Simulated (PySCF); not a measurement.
## Dipole response of Cd (cadmium, neutral)

[Kr] 4d10 5s2, closed-shell 1S. All numbers are calculated (PySCF 2.14, scalar relativity through the core potential, in aug-cc-pVTZ-PP with ECP28MDF (6s6p5d3f2g, 88 functions)). Coupled (time-dependent) response in atomic units; α is the mean over directions.

| method | mean α (bohr³) | C₆ (like pair) | S(−4) |
| --- | --- | --- | --- |
| UHF | 63.76 | 611.8 | 2028 |
| PBE | 46.69 | 415.2 | 1016 |
| PBE0 | 49.91 | 450.8 | 1174 |
| wB97M-V | 53.23 | 482.1 | 1405 |

S(−4) is the Cauchy moment in α(ω) = α(0) + S(−4) ω² + …

Reference α: 46 ± 2 bohr³ (recommended; Schwerdtfeger and Nagle, table of static dipole polarizabilities (2023 update)). Published C₆: 405.0 (Gould and Bucko (2016)).

Hartree-Fock lies above the reference because it lacks correlation, which contracts the outer shell.

α(iu) at wB97M-V:

```tsv
u (hartree)	α(iu) (bohr³)
0	53.23
0.0500	49.96
0.100	42.46
0.200	27.76
0.300	18.87
0.500	10.83
0.750	6.949
1.00	5.087
1.50	3.219
2.00	2.257
3.00	1.291
5.00	0.5766
```

A single London oscillator, α(iu) = α/(1 + u²/ω²), gives C₆ = (3/4) ω α². Matching the computed C₆ needs ω = 4 × 482.1 / (3 × 53.23²) = 0.227 hartree.

Energies and moments cover only the electrons outside the core potential.
